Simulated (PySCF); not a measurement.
Compound: C4H2F5O (charge -1).
SMILES: `[O-][C@@]1(C(F)(F)F)CC1(F)F`

A PySCF run (density fitting, gas phase, GFN2-xTB geometry) gave HOMO 0.13 eV, LUMO 4.08 eV and E = -727.572 Eh.

Question: Which of these levels was it?
A. B97-2/Sadlej pVTZ
B. PBE0/pcSseg-1
C. BP86/def2-SVPD
D. B3LYP/cc-pVDZ

Answer: C. It is BP86/def2-SVPD. All candidates on this geometry:

| level and settings | kind | basis functions | SCF cycles | E (Eh) | HOMO (eV) | LUMO (eV) |
| --- | --- | --- | --- | --- | --- | --- |
| B97-2/Sadlej pVTZ, grid level 1 | global hybrid | 258 | 12 | -728.0685 | -0.82 | 3.03 |
| BP86/def2-SVPD | GGA | 234 | 17 | -727.5718 | 0.13 | 4.08 |
| B3LYP/cc-pVDZ, energy threshold 1e-06 Eh | global hybrid | 150 | 9 | -728.0710 | 0.12 | 6.60 |
| PBE0/pcSseg-1 | global hybrid | 180 | 15 | -727.2813 | -0.67 | 6.28 |

The nearest other candidate, by the summed differences of HOMO and LUMO, is B97-2/Sadlej pVTZ: its HOMO differs by -0.95 eV and its LUMO by -1.05 eV. Cycle counts include a coarse-grid stage where the run had one. The HOMO energy is positive at B3LYP/cc-pVDZ and BP86/def2-SVPD; such an orbital is held in place by the finite basis.

Shape of the structure used: `[O-:1][C@@:2]1([C:3]([F:4])([F:5])[F:6])[CH2:7][C:8]1([F:9])[F:10]`: O1–C2–C3–F4 169°.
